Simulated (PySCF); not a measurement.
Work out the structure from these simulated measurements.

Formula: C5H7ClO2.

| Property | Result |
| --- | --- |
| Dipole | 2.12 D [PBE0/def2-SVPD] |
| NMR, other nuclei | isotropic shieldings of nuclei other than C and H, by class: -117 (1 O), 63 (1 O), 675 (1 Cl) ppm [GIAO PBE0/pcSseg-1] |
| UV, first state | lowest singlet excitation: 5.61 eV (221 nm, f = 0.019) [TDDFT PBE0/def2-SVPD] |
| 1H NMR | chemical shifts (computed TMS as zero) by class: 5.76 (1 H), 2.21 (3 H), 1.66 (3 H) ppm [GIAO PBE0/pcSseg-1] |
| 13C NMR | chemical shifts (computed TMS as zero) by class: 171.4 (1 C), 147.0 (1 C), 124.2 (1 C), 22.5 (1 C), 16.4 (1 C) ppm [GIAO PBE0/pcSseg-1] |
| Rotational structure | rotational constants A, B, C: 2.215, 1.328, 0.952 GHz [GFN2-xTB] |
| UV, strongest line | among the 6 lowest singlet transitions: S5 at 6.80 eV (182 nm, f = 0.180) [TDDFT PBE0/def2-SVPD] |
| Polarisability | 81.7 au [PBE0/def2-SVPD] |
| Triplet | lowest triplet excitation (Tamm–Dancoff): 4.10 eV [TDA PBE0/def2-SVPD] |

Gas-phase values; electronic properties from PySCF, density fitting. Levels stand in brackets. Isolated species at its GFN2-xTB geometry (one conformer only). NMR classes are plain means over equivalent atoms (diastereotopic ones count apart unless rotation or inversion swaps them), as if these changed places fast.

Task: What is the compound? Reason from the data.

Result: Numbering: `[CH3:1]/[CH:2]=[C:3](/[Cl:4])[O:5][C:6]([CH3:7])=[O:8]`. Its formula, C5H7ClO2, gives 2 degrees of unsaturation: 0 rings and 2 π bonds in the structure found. 5 carbons fall into 5 classes; from least to most shielded: ester carbonyl carbon [C6] (171.4 ppm), vinylic C–Cl carbon [C3] (147.0 ppm), alkene CH carbon [C2] (124.2 ppm), methyl carbon next to a carbonyl [C7] (22.5 ppm), allylic carbon [C1] (16.4 ppm). Hydrogen classes from least to most shielded: 1 H on an alkene CH carbon, C2 (5.76 ppm), 3 H on a methyl carbon next to a carbonyl, C7 (2.21 ppm), 3 H on an allylic carbon, C1 (1.66 ppm). The other shieldings belong to: -117 ppm, ester carbonyl oxygen [O8]; 63 ppm, ester single-bonded oxygen [O5]; 675 ppm, vinyl chlorine [Cl4]. S1 is mainly HOMO→LUMO (weight 0.88); the largest Löwdin shares of the orbital it empties are 0.28 on the alkene CH carbon, 0.26 on the vinylic C–Cl carbon, 0.24 on the vinyl chlorine and 0.06 on the allylic carbon, of the orbital it fills 0.32 on the ester carbonyl carbon, 0.23 on the ester carbonyl oxygen, 0.09 on the ester single-bonded oxygen and 0.07 on the methyl carbon next to a carbonyl. The optimised geometry has point group C1 and is an asymmetric top. Structure: `C/C=C(/Cl)OC(C)=O`. Computed isomers that give other values at the same levels: `CC/C(Cl)=C\C(=O)O` (13C chemical shifts (computed TMS as zero) by class: 180.2 (1 C), 170.0 (1 C), 121.1 (1 C), 32.3 (1 C), 15.9 (1 C) ppm); `C=C(Cl)C(=O)OCC` (13C chemical shifts (computed TMS as zero) by class: 168.2 (1 C), 143.6 (1 C), 134.0 (1 C), 65.3 (1 C), 15.8 (1 C) ppm); `COC1=C(Cl)OCC1` (13C chemical shifts (computed TMS as zero) by class: 136.9 (1 C), 128.8 (1 C), 66.1 (1 C), 59.1 (1 C), 37.3 (1 C) ppm). The assignments are read from this structure; whether some other isomer fits the data as well wasn't checked.

Conformer computed: `[CH3:1]/[CH:2]=[C:3](/[Cl:4])[O:5][C:6]([CH3:7])=[O:8]`: C2–C3–O5–C6 -66°, C3–O5–C6–C7 -178°.
